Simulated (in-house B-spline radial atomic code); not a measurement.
Values are calculated unless marked as measured or tabulated.
Building a PAW s channel for Cl, r_c = 1.3 bohr

Cl, [Ne] 3s2 3p5, non-relativistic LDA (VWN5), spherical and spin-unpolarised, from an all-electron radial atomic-structure program (B-spline basis) (atomic units; all potentials screened as in the neutral atom).

Two all-electron partial waves φ1, φ2 are integrated outwards at E1 = ε(3s) = -0.754458 and E2 = E1 + 2 hartree; φ1 is the bound orbital and φ2 has unit norm inside r_c = 1.2972 bohr. Smooth partners are polynomials, r^1(a0 + a1 r² + a2 r⁴ + a3 r⁶), matched to φ and three derivatives at r_c, with no condition on the norm. The local potential is -11.0944 + (14.1854) r² + (-8.13335) r⁴ + (1.7766) r⁶ inside 1.0621 bohr and the all-electron one outside.

```csv
wave,φ(r_c),φ'(r_c),a0,a1,a2,a3
1,0.8829775,-0.02888484,0.670957,0.4040493,-0.3446441,0.0641591
2,0.8526628,-2.733114,2.155839,-0.4162904,-0.4941566,0.1261913
```

Inside r_c the overlaps are <φi φj> = [[0.37451, 0.59716], [0.59716, 1.00000]] and, for the smooth waves, [[0.42421, 0.74863], [0.74863, 1.43048]]. With χj = (Ej − T − V_local) applied to smooth wave j, the program's quadrature gives the matrix B_ij = <smooth i, χj> as [[0.97486, 2.54894], [2.24601, 5.95125]].

Q: Check the match of the first wave, and find the augmentation charges q_ij.

A: At r_c the four terms are 0.87037, 0.88197, -1.26592, 0.39656, which sum to 0.8830, φ1(r_c) to rounding. q_ij is the all-electron overlap less the smooth one: [[-0.04970, -0.15147], [-0.15147, -0.43048]]. The smooth first wave has a norm of 0.4242 inside r_c against 0.3745, so q11 is negative and must stay small enough for the overlap operator to be positive.

Q: B isn't symmetric. Show that D_ij = B_ij + Ej q_ij is.

A: Integrating by parts gives B12 − B21 = (E1 − E2) q12: 2.54894 − (2.24601) = 0.30293, and −2 × (-0.15147) = 0.30293. So D12 = 2.54894 + (1.245542)(-0.15147) = 2.36028 and D21 = 2.24601 + (-0.754458)(-0.15147) = 2.36028; D11 = 1.01236, D22 = 5.41507. The projectors, p = (B⁻¹)ᵀ χ, are dual to the smooth waves; det B = 0.077, small beside B11 B22, as the two smooth waves look alike inside r_c.

Solving (T + V_local + Σ p D p) ψ = E (1 + Σ p q p) ψ in a sphere of 9 bohr gives these levels:

| all-electron | one projector | two projectors |
| --- | --- | --- |
| -0.754458 | -0.754458 | -1.407620 |
| 0.015800 | 0.014671 | -0.754458 |
| 0.278971 | 0.275138 | 0.015812 |
| 0.705672 | 0.691244 | 0.278990 |
| 1.282720 | 1.226120 | 0.705685 |

Q: What does the second projector gain?

A: With one projector the errors are 0.00, -1.13, -3.83, -14.43, -56.60 millihartree. With two a ghost lies below the reference level, so the set fails. The lowest eigenvalue of the overlap operator is 0.7382 with one and 0.09489 with two projectors. The smooth orbital alone needs a cutoff of 12.5 hartree for 1 millihartree of kinetic energy, against 29.5 for a norm-conserving Troullier-Martins orbital of the same radius, which is no gain while the set fails.
